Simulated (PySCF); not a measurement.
**C₆ coefficients of unlike pairs at BLYP**

Calculated with PySCF 2.14 from the dipole response of each species, C₆(A,B) = (3/π) ∫ α_A(iu) α_B(iu) du, in atomic units, from isotropic polarisabilities. For ions this is the dispersion term alone; charge-induced terms of lower order in 1/R come first.

| species | configuration | basis | relativity | α (bohr³) | C₆ (like pair) |
| --- | --- | --- | --- | --- | --- |
| V⁺ | [Ar] 3d4 (5D) | x2c-QZVPPall with one added diffuse shell each of s, p, d, f, g type (12s8p6d4f3g) | spin-free X2C | 18.68 | 70.95 |
| Ge⁺ | [Ar] 3d10 4s2 4p1 (2P) | x2c-TZVPPall with one added diffuse shell each of s, p, d type (7s6p5d1f) | spin-free X2C | 18.95 | 106.9 |
| As | [Ar] 3d10 4s2 4p3 (4S) | def2-TZVPPD (7s5p5d1f) | none | 31.01 | 255.1 |
| Sc | [Ar] 3d1 4s2 (2D) | aug-cc-pVTZ-DK (8s7p5d3f2g) | spin-free X2C | 117.6 | 1422 |

Task: Estimate C₆ for Ge⁺ with V⁺.

Result: The integral gives 85.92. The combination rule 2 C_A C_B / (C_A α_B/α_A + C_B α_A/α_B) gives 85.52 and the geometric mean 87.08.

No spin-orbit coupling is included.

The other pairs:

```json
{"pair": "Sc, Ge⁺", "C₆": "347.8"}
{"pair": "As, Ge⁺", "C₆": "164.9"}
{"pair": "Sc, V⁺", "C₆": "292.6"}
{"pair": "Sc, As", "C₆": "548.7"}
{"pair": "As, V⁺", "C₆": "132.8"}
```
